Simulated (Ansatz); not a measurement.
CH3AlF2Si (`F[Si]1(F)[CH2][AlH]1`), relaxed with RKS PBE-D4/def2-SVP in the Gaussian-basis code of Ansatz from a rough embedded geometry. The force threshold is 0.03 eV/Å; the program also tests the step.

The species carries charge 0 and has multiplicity 1.

Start:

```xyz
8

F     2.060    1.111   -0.612
Si    0.378    0.858   -0.603
F    -0.545    2.236   -0.764
C    -0.184   -0.059    0.919
Al   -0.674   -1.295   -0.624
H     0.668   -0.498    1.529
H    -1.025    0.354    1.437
H    -0.679   -2.707   -1.281
```

Problem. By how much does the energy fall, and how many steps does the optimiser take? (An estimate is asked.)

Solution. Computed: 39.46 kJ/mol, in 5 steps, 1 of them rejected.

Problem. Which bonds change most? (Best estimate.)

Solution. The calculation gave: F1–Si2 from 1.701 to 1.639 Å; Si2–Al5 from 2.397 to 2.350 Å; C4–H7 from 1.070 to 1.114 Å; Al5–H8 from 1.557 to 1.599 Å.

Problem. Give the relaxed structure. (Estimate.)

Solution. The calculation gave: 
```xyz
8

F     1.983    1.313   -0.612
Si    0.401    0.886   -0.606
F    -0.448    2.275   -0.798
C    -0.141   -0.157    0.876
Al   -0.451   -1.300   -0.755
H     0.626   -0.468    1.621
H    -1.032    0.222    1.427
H    -0.938   -2.771   -1.153
```
